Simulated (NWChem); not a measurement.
System: CH$_{4}$MgO; SMILES [CH3][Mg][OH]

```xyz
7

Mg     0.3156     0.1726    -0.0001
C      0.2926    -1.9210    -0.0001
H      1.1974    -2.3404    -0.4890
H     -0.5893    -2.3222    -0.5432
H      0.2570    -2.3312     1.0314
O      0.4659     1.9614     0.0019
H      0.1106     2.8565    -0.0023
```
Atoms are numbered in this order, from 1.

All runs: NWChem. All runs use the structure optimised with PBE-D3(BJ)/def2-SVP. Level: PBE0/Sadlej pVTZ; the question gives the wavelength of the field.

Task: What does the run give for field 589 nm? Quantities: isotropic polarisability (bohr³); anisotropy (bohr³).

Result: 
```json
{
 "isotropic polarisability (bohr³)": "47.8",
 "anisotropy (bohr³)": "18.5"
}
```
